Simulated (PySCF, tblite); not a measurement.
C5H9B2NS.
Geometry (GFN2-xTB, Å), atoms numbered from 1 in this order:
```xyz
18
C5H9B2NS angstrom
B      3.1408    0.6610   -0.2532
N      1.7883    0.6607    0.1313
B      0.7308   -0.1711   -0.3109
S      0.8536   -1.4405   -1.5551
C     -0.9212   -1.9107   -1.3855
C     -1.6644   -0.7075   -0.8284
C     -0.7716   -0.0849    0.2602
C     -1.1921    1.2539    0.6136
C     -1.5033    2.3781    0.8839
H      3.4978   -0.1258   -1.0404
H      3.8672    1.4422    0.2283
H      1.5096    1.3574    0.8115
H     -1.2825   -2.2186   -2.3644
H     -0.9625   -2.7618   -0.7046
H     -1.8203    0.0277   -1.6217
H     -2.6403   -1.0035   -0.4387
H     -0.8404   -0.7044    1.1669
H     -1.7982    3.3540    1.1308
```

Jobs on this species (18 atoms, 72 electrons) with PySCF (density fitting) and tblite. Hardware of each: Arm Neoverse N1, one thread (shared host). The host was shared with other jobs, so the times are rough.

| level and settings | work | basis functions | SCF cycles | wall time |
| --- | --- | --- | --- | --- |
| GFN2-xTB | Hessian by finite differences | – | – | ? |
| PBE0/pcSseg-1 | shieldings, ring-centre shieldings, charges and field gradients, density and orbital grids written | 205 | 14 | 81 s |
| GFN2-xTB | L-BFGS relaxation | – | – | 1.4 s |

Problem. Fill in the missing figures.

Solution. 
- GFN2-xTB; Hessian by finite differences: 1.2 s

Problem. What do all jobs in the table cost together?

Solution. About 84 s; the longest takes about 97 % of that, and about 68 times as long as the shortest.
